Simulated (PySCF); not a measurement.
## From computed data to an observable: dipole moment from atomic charges

BeBrH2N, SMILES [NH2][Be][Br]. Atoms are numbered in the order given.

```xyz
5

Be     0.0000     0.0000     1.1343
Br     0.0000     0.0000    -0.8389
N      0.0000     0.0000     2.6299
H      0.0000    -0.8248     3.2066
H      0.0000     0.8248     3.2066
```
Charge 0, spin multiplicity 1.

Geometry optimised at PBE0-D3(BJ)/def2-TZVP. Other conformers were not sampled.

Charges (e) from PySCF with M06-2X/def2-TZVPD:

```json
[
 {"atom": "Be1", "IAO": "1.503", "ESP fit": "0.781"},
 {"atom": "Br2", "IAO": "-0.716", "ESP fit": "-0.338"},
 {"atom": "N3", "IAO": "-1.332", "ESP fit": "-1.341"},
 {"atom": "H4", "IAO": "0.273", "ESP fit": "0.449"},
 {"atom": "H5", "IAO": "0.273", "ESP fit": "0.449"}
]
```

The dipole moment of the full density is 2.15 D.

What dipole moment does each set of point charges give, and which comes closer to that of the density?


μ = Σ q r, and 1 e Å = 4.8032 D.
IAO: Σ q r = (0.000, 0.000, 0.553) e Å, |μ| = 2.66 D.
ESP fit: Σ q r = (0.000, 0.000, 0.522) e Å, |μ| = 2.51 D.
ESP fit comes closer in size. Point charges leave out the atoms' own dipoles (lone pairs, polarised bonds); fits to the potential absorb them, partitions of the density don't.
